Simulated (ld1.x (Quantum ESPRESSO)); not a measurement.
**Logarithmic derivatives: Ga (Z = 31), RRKJ**

gallium, norm-conserving RRKJ (Kleinman–Bylander form), made with ld1.x (Quantum ESPRESSO) 7.5 (PBE, non-relativistic). Core [Ne], reference 3s2 3p6 3d10 4s1.5 4p1.5. Waves: 3p (bound): rc 1.15 bohr; 3d (bound): rc 0.90 bohr; 3s (bound): rc 0.60 bohr. Local part: the s channel. Core correction: none. rho0 = 0.001.

Occupied shells without a wave of their own: 4p, 4s. They enter only through the test configuration that unscreens the potential.

The phase is arctan(r·u′/u) with u = r·R(r), unwrapped; energies in Ry, scanned from -13 to 5 Ry. A pole is an energy at which the radial function vanishes at the test radius. The pseudo phase is shifted by a multiple of π to meet the all-electron one at the reference energy, and phase errors are pseudo minus all-electron; the curves can meet again beyond the range given. Levels narrower than the energy grid can be missing from the lists of poles.

| channel | radius (bohr) | reference energy (Ry) | poles, all-electron | poles, pseudo | unbroken range about the reference energy with phases within 0.05 rad | phase error 1 Ry above the reference energy (rad) |
| --- | --- | --- | --- | --- | --- | --- |
| s | 1.25 | -10.60 | -9.74 | -9.74 | below 3.3 | -0.000 |
| p | 1.25 | -7.25 | -6.19 | -6.19 | the whole range | +0.000 |
| d | 1.25 | -1.52 | -0.04 | -0.03 | the whole range | +0.001 |

Phases in the p channel:

```csv
E (Ry),all-electron,pseudo
-13.00,1.287,1.287
-12.52,1.274,1.274
-12.04,1.259,1.260
-11.56,1.242,1.242
-11.08,1.219,1.219
-10.60,1.189,1.190
-10.12,1.149,1.149
-9.64,1.088,1.088
-9.16,0.987,0.987
-8.68,0.783,0.784
-8.20,0.268,0.269
-7.72,-0.701,-0.701
-7.24,-1.239,-1.239
-6.76,-1.450,-1.450
-6.28,-1.556,-1.556
-5.80,-1.621,-1.620
-5.32,-1.665,-1.665
-4.84,-1.699,-1.698
-4.36,-1.726,-1.726
-3.88,-1.750,-1.750
-3.40,-1.771,-1.771
-2.92,-1.791,-1.791
-2.44,-1.811,-1.810
-1.96,-1.830,-1.829
-1.48,-1.850,-1.849
-1.00,-1.871,-1.869
-0.52,-1.893,-1.891
-0.04,-1.916,-1.914
0.44,-1.942,-1.940
0.92,-1.972,-1.969
1.40,-2.005,-2.001
1.88,-2.043,-2.039
2.36,-2.087,-2.082
2.84,-2.140,-2.134
3.32,-2.204,-2.196
3.80,-2.283,-2.272
4.28,-2.382,-2.367
4.76,-2.506,-2.487
```
